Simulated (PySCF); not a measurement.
CaCl2, SMILES [Ca]([Cl])[Cl] (connectivity only; charge and spin as stated), charge -1, multiplicity 2.

Geometry optimised at B3LYP-D3(BJ)/def2-TZVPD. The spin state was assumed, not searched. The isomer is the one that the SMILES or the coordinates give; other isomers of the formula were not compared.

Level of theory: PySCF 2.14.0 with B3LYP-D3(BJ)/def2-TZVPD.

Frequencies are harmonic and unscaled.

```
mode  ν (cm⁻¹)  IR (km/mol)  moving atoms (share of kinetic energy)
----  --------  -----------  --------------------------------------
1           65          1.0                        Cl 66 %, Ca 34 %
2          262         26.8                        Cl 70 %, Ca 30 %
3          318         69.1                        Ca 58 %, Cl 42 %
```
